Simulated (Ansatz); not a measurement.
Molecule: diphosphane, P$_{2}$H$_{4}$ (charge 0, singlet). 
Structure (B3LYP-D3(BJ)/def2-TZVP (Ansatz, a quantum-chemistry and plane-wave program) minimum search):
SMILES: PP
```xyz
6

P     -1.0203    -0.4713    -0.0535
P      1.0203     0.4711     0.0549
H     -1.5176     0.2567     1.0604
H     -1.5148     0.4895    -0.9757
H      1.5219    -0.4987     0.9637
H      1.5105    -0.2449    -1.0699
```
Charge 0, spin multiplicity 1.

Computed values are from Ansatz. Cores are frozen in the correlated levels unless marked. Open shells are spin-unrestricted. No spin-orbit coupling. No relativistic terms. CBS marks a two-point X^-3 extrapolation of the correlation energy; Hartree-Fock from the larger set. [CCSD(T)-MP2]/basis is that difference in the basis named.

**Question.** What is the dipole moment at CCSD(T)/aug-cc-pV(D+d)Z?

**Answer.** 0.01 D.

**Question.** What is the atomisation energy De at CCSD(T)/CBS(cc-pV(T+d)Z,cc-pV(Q+d)Z)?

**Answer.** 370.3 kcal/mol.

**Question.** What is the vertical ionisation energy (to the doublet) at RI-MP2/CBS(aug-cc-pV(T+d)Z,aug-cc-pV(Q+d)Z)+[CCSD(T)-MP2]/aug-cc-pV(T+d)Z?

**Answer.** 9.28 eV.

**Question.** What is the total energy at CCSD(T)/CBS(cc-pV(T+d)Z,cc-pV(Q+d)Z)?

**Answer.** -684.2528 Eh.

**Question.** What is the vertical triplet-singlet gap at RI-MP2/CBS(aug-cc-pV(T+d)Z,aug-cc-pV(Q+d)Z)+[CCSD(T)-MP2]/aug-cc-pV(T+d)Z?

**Answer.** 4.45 eV.
